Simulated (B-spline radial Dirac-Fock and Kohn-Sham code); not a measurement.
Model: configuration-average Dirac-Fock orbitals. Program: a B-spline atomic structure program.

**Question.** This computed X-ray form factor belongs to an atom or ion in its tabulated ground configuration. Which?

| sin θ/λ (Å⁻¹) | f₀ |
| --- | --- |
| 0.05 | 5.999 |
| 0.1 | 5.997 |
| 0.25 | 5.980 |
| 0.35 | 5.961 |
| 0.8 | 5.798 |
| 1 | 5.690 |
| 1.6 | 5.252 |
| 4 | 3.027 |
| 6 | 1.910 |

**Answer.** Ce⁵²⁺, with 6 electrons in [He] 2s2 2p2. f₀ tends to the number of electrons as s goes to zero, which the first rows give only roughly, and the rate of fall reflects the nuclear charge, 58.

**Question.** This computed X-ray form factor belongs to an atom or ion in its tabulated ground configuration. Which?

```
sin θ/λ (Å⁻¹)      f₀
         0.04  53.113
         0.07  51.492
         0.11  48.672
         0.14  46.432
         0.29  37.152
         0.36  33.824
         0.46  29.650
         1.95   8.542
          5.1   2.736
```

**Answer.** I⁻, with 54 electrons in [Kr] 4d10 5s2 5p6. f₀ tends to the number of electrons as s goes to zero, which the first rows give only roughly, and the rate of fall reflects the nuclear charge, 53.

**Question.** This computed X-ray form factor belongs to an atom or ion in its tabulated ground configuration. Which?

```tsv
sin θ/λ (Å⁻¹)	f₀
0.05	63.602
0.2	53.979
0.25	50.540
0.6	32.234
1.1	19.674
1.8	13.259
2.5	8.859
5	3.979
6	3.146
```

**Answer.** Tb, with 65 electrons in [Xe] 4f9 6s2. f₀ tends to the number of electrons as s goes to zero, which the first rows give only roughly, and the rate of fall reflects the nuclear charge, 65.

**Question.** This computed X-ray form factor belongs to an atom or ion in its tabulated ground configuration. Which?

```
sin θ/λ (Å⁻¹)     f₀
         0.05  4.000
          0.2  3.996
          0.6  3.967
          0.7  3.955
          1.6  3.777
          1.8  3.721
            3  3.307
            4  2.916
            5  2.542
```

**Answer.** Ir⁷³⁺, with 4 electrons in [He] 2s2. f₀ tends to the number of electrons as s goes to zero, which the first rows give only roughly, and the rate of fall reflects the nuclear charge, 77.

**Question.** This computed X-ray form factor belongs to an atom or ion in its tabulated ground configuration. Which?

| sin θ/λ (Å⁻¹) | f₀ |
| --- | --- |
| 0.04 | 18.849 |
| 0.06 | 18.663 |
| 0.1 | 18.092 |
| 0.13 | 17.516 |
| 0.2 | 15.834 |
| 0.33 | 12.426 |
| 0.54 | 8.645 |
| 0.68 | 7.378 |
| 4.69 | 0.887 |

**Answer.** Ti³⁺, with 19 electrons in [Ar] 3d1. f₀ tends to the number of electrons as s goes to zero, which the first rows give only roughly, and the rate of fall reflects the nuclear charge, 22.
